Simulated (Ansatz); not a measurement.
Ca2Se3. Charge 0, multiplicity 1. Geometry PBE-D4/def2-SVP, basis def2-TZVP, Ansatz.

```xyz
5

Ca    0.186    0.180    1.666
Ca    0.076   -0.835   -1.462
Se    0.875   -2.192    0.680
Se    0.578    1.828   -0.613
Se   -1.714    1.019   -0.271
```

| run | HOMO (eV) | LUMO (eV) |
| --- | --- | --- |
| A | -5.23 | -1.68 |
| B | -4.35 | -2.27 |
| C | -4.50 | -2.14 |
| D | -5.04 | -1.95 |

B3LYP takes the VWN-RPA correlation. The structure comes from a short search, and lower isomers may exist.

Task: The runs used B3LYP, PBE, PBE0, r2SCAN. Estimate which is which.

Result: A PBE0 (25 % exact exchange); B PBE (0 % exact exchange); C r2SCAN (0 % exact exchange); D B3LYP (20 % exact exchange). Exact exchange lowers occupied and raises empty levels; among semilocal functionals meta-GGAs tend to open the gap a little, and such runs are hard to tell apart. The gap grows from 2.08 eV (PBE) to 3.55 eV (PBE0).
